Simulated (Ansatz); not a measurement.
A single point on `C[NH][Al]([F])[Cl]`.

```yaml
crystal:
  periodic: [false, false, false]
  atoms:
    - {symbol: C, position_ang: [-1.168344, -0.494215, -0.390395]}
    - {symbol: N, position_ang: [0.174829, 0.037961, -0.516391]}
    - {symbol: Al, position_ang: [1.265433, 0.531367, 0.756792]}
    - {symbol: F, position_ang: [0.791570, 0.411982, 2.324680]}
    - {symbol: Cl, position_ang: [3.160441, 1.270238, 0.318750]}
    - {symbol: H, position_ang: [-1.253041, -1.500565, -0.814955]}
    - {symbol: H, position_ang: [-1.444846, -0.561634, 0.663529]}
    - {symbol: H, position_ang: [-1.911037, 0.143337, -0.882483]}
    - {symbol: H, position_ang: [0.473494, 0.115230, -1.476627]}
basis:
  gaussian: {orbitals: def2-TZVPP}
hamiltonian: {xc: pbe}
correlation: {method: rpa}
```

```sh
$ ansatz run in.yaml --threads 4 --pin off --events-out ev --progress --plain
```

Output, abridged:

```
Functional definition: PBE
1397 factors; integrals over basis functions are off by at most 1.1e-3 eV
mean field evaluation 1: about -24406.9844 eV, gradient 8.7e1 eV
mean field evaluation 2: about -24406.9823 eV, gradient 8.7e1 eV
mean field evaluation 4: about -24419.8346 eV, gradient 2.8e1 eV
mean field evaluation 8: about -24421.7379 eV, gradient 6.6e-1 eV
mean field evaluation 16: about -24421.7378 eV, gradient 7.3e-4 eV
mean field -24421.73783162 eV, -897.4823116635 hartree, gradient 5.3e-6 eV, S^2 0.000000; 0 other end points of the search recorded, 0 dependent functions left out
13 core orbitals not correlated: weight in the atoms' cores, before any rotation towards them, 1.000 or more for the frozen orbitals, at most 0.000 for the correlated occupied ones
reference -24374.44521327 eV, -895.7443399952 hartree; 15, 15 occupied and 205, 205 virtual orbitals, 1397 factors
Total energy: -24413.30977861 eV, -897.1725864282 hartree
```

It took 4 s on 4 threads of a server CPU on a shared host, with 0.55 GiB of host memory at the peak.
